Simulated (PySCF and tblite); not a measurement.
The numbers below are computed, except where a source is named.
System: C5H5NO, numbered as in [O:1]=[CH:2][c:3]1[cH:4][cH:5][cH:6][nH:7]1.

Two runs for the rotation about the C3–C2 bond (torsion C4–C3–C2–O1 from -180° to 0°, rising) on the same GFN2-xTB geometries. The first, PBE/pcSseg-1 + D3(BJ), gave a barrier of 17.9 kcal/mol. The second was started with:

```json
{"job": {"kind": "nmr", "xc": "PBE", "basis": "pcSseg-1", "scf": {"conv": 0.001, "max_cycle": 60}, "pop": false}, "charge": 0, "multiplicity": 1}
```

```
final grid: 105104 points
cycle   1  E = -322.9306551610  dE =  1.257e+00  |g| = 8.870e-01  |ddm| = 3.409e+00
cycle   2  E = -321.7221894658  dE =  1.208e+00  |g| = 2.399e+00  |ddm| = 5.003e+00
cycle   3  E = -323.0444201580  dE = -1.322e+00  |g| = 4.307e-01  |ddm| = 4.558e+00
cycle   4  E = -323.0801977167  dE = -3.578e-02  |g| = 2.335e-01  |ddm| = 6.756e-01
cycle   5  E = -323.0911639747  dE = -1.097e-02  |g| = 1.235e-01  |ddm| = 3.059e-01
cycle   6  E = -323.0949612831  dE = -3.797e-03  |g| = 2.815e-02  |ddm| = 1.332e-01
cycle   7  E = -323.0951329091  dE = -1.716e-04  |g| = 9.105e-03  |ddm| = 2.605e-02
converged SCF energy = -323.0951329091

GIAO shielding tensors (ppm)
atom      isotropic    diamagn.    paramagn.     s11        s22        s33       span
  0 O     -252.467     398.106    -650.573   -806.917   -335.714    385.231   1192.148
  1 C        5.136     242.338    -237.202    -79.109      5.853     88.663    167.771
```

Q: What is wrong with the second run, and what did it give?

A: Its fault: SCF threshold far too loose. It ran through; the barrier from its energies is 17.9 kcal/mol, off by 0.0.
